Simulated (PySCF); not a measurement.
Chain-length series, n-germane amino/formyl (end groups after the name). All species are isolated molecules in the gas phase. One relaxed conformer stands for each flexible species; it need not be the lowest. Strings in code marks are SMILES.

The numbers are results of PBE0-D4/def2-TZVP // PBE0-D4/def2-SVP (PySCF), not measurements. Excitations are Tamm–Dancoff values on a coarser integration grid. The basis has no diffuse functions, so Rydberg states are missing or too high.

```tsv
species	brightest of the four lowest singlets (TDA) (eV)	LUMO (eV)	S1 oscillator strength
n = 1 (`O=[CH][GeH2][NH2]`)	–	-1.42	?
n = 2 (`[NH2][GeH2][GeH2][CH]=O`)	–	-1.56	0.007
n = 3 (`[GeH2]([GeH2][CH]=O)[GeH2][NH2]`)	?	?	0.017
n = 4 (`[GeH2]([GeH2][GeH2][CH]=O)[GeH2][NH2]`)	4.80	-1.67	0.037
n = 5 (`[GeH2]([GeH2][GeH2][CH]=O)[GeH2][GeH2][NH2]`)	4.74	-1.69	0.047
n = 6 (`[NH2][GeH2][GeH2][GeH2][GeH2][GeH2][GeH2][CH]=O`)	?	-1.72	0.056
```

Q: Complete the blanks.

A: 
- n = 1 (`O=[CH][GeH2][NH2]`), S1 oscillator strength: 0.002
- n = 3 (`[GeH2]([GeH2][CH]=O)[GeH2][NH2]`), brightest of the four lowest singlets (TDA) (eV): 5.90
- n = 3 (`[GeH2]([GeH2][CH]=O)[GeH2][NH2]`), LUMO (eV): -1.59
- n = 6 (`[NH2][GeH2][GeH2][GeH2][GeH2][GeH2][GeH2][CH]=O`), brightest of the four lowest singlets (TDA) (eV): 4.68
